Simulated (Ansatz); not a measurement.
C$_{2}$H$_{2}$F$_{2}$OTi (`C#[C][Ti]([OH])([F])[F]`), relaxed with RKS PBE0-D4/def2-TZVP in Ansatz 0.2.0 from a PBE-D4/def2-SVP geometry. The force threshold is 0.005 eV/Å; the program also tests the step.

Total charge 0; spin multiplicity 1.

Start:

```xyz
8

C    -0.141   -2.259   -0.716
C     0.028   -1.132   -0.233
Ti    0.317    0.702    0.581
O    -0.202    1.893   -0.625
F     2.014    0.918    0.957
F    -0.676    0.814    2.017
H    -0.287   -3.249   -1.134
H    -1.052    2.314   -0.847
```

```tsv
step	energy (eV)	largest force (eV/Å)	largest move (Å)
1	-32694.9702	1.426	0.000
2	-32695.0106	0.126	0.032
3	-32695.0115	0.052	0.005
4	-32695.0119	0.099	0.014
5	-32695.0124	0.050	0.014
6	-32695.0126	0.041	0.028
7	-32695.0127	0.010	0.026
8	-32695.0127	0.007	0.006
9	-32695.0128	0.002	0.002
```

End:

```xyz
8

C    -0.135   -2.249   -0.704
C     0.023   -1.141   -0.236
Ti    0.303    0.689    0.576
O    -0.229    1.875   -0.613
F     2.000    0.911    0.932
F    -0.672    0.784    2.023
H    -0.272   -3.225   -1.113
H    -1.017    2.357   -0.867
```

Hardware: 4 threads of a server CPU on a shared host. Wall time 64 s, peak host memory 0.6 GiB.
